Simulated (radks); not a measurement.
Results of a calculation; reference values are marked as such.
Effect of the nuclear size on the mercury ion Hg68+, [Ne] 3s2. Level of theory: Dirac Kohn-Sham, relativistic LDA (MacDonald-Vosko exchange, VWN5 correlation), spin-unpolarised, spherical densities, finite nucleus; Fermi nuclear charge, rms radius 5.4648 fm (a radial shooting solver on a logarithmic mesh with Libxc functionals). The rms radius is varied about that value; shifts are against it.

rms radius (fm)  total energy shift (eV)  density at nucleus (e/bohr^3)  1s1/2 shift (meV)  2s1/2 shift (meV)  2p1/2 shift (meV)  3s1/2 shift (meV)  3p1/2 (empty) shift (meV)  4s1/2 (empty) shift (meV)
4.656                              -29.2                      2.441e+06             -11600              -1790              -53.0               -492                      -19.6                       -197
5.2954                             -6.35                      2.316e+06              -2530               -388              -11.5               -107                      -4.26                      -42.7
5.4648                                 0                      2.286e+06              0.000              0.000              0.000              0.000                      0.000                      0.000
5.8309                              14.1                      2.226e+06               5630                863               25.8                237                       9.51                       95.1
6.6452                              47.4                      2.109e+06              18900               2900               86.9                797                       32.0                        319

Slopes of the eigenvalues against <r^2> in GHz/fm^2, as finite differences over the two radii next to the reference (eigenvalue slopes, not the field-shift constants of lines): 1s1/2 331000, 2s1/2 50800, 2p1/2 1510, 3s1/2 14000, 3p1/2 (empty) 559, 4s1/2 (empty) 5590.
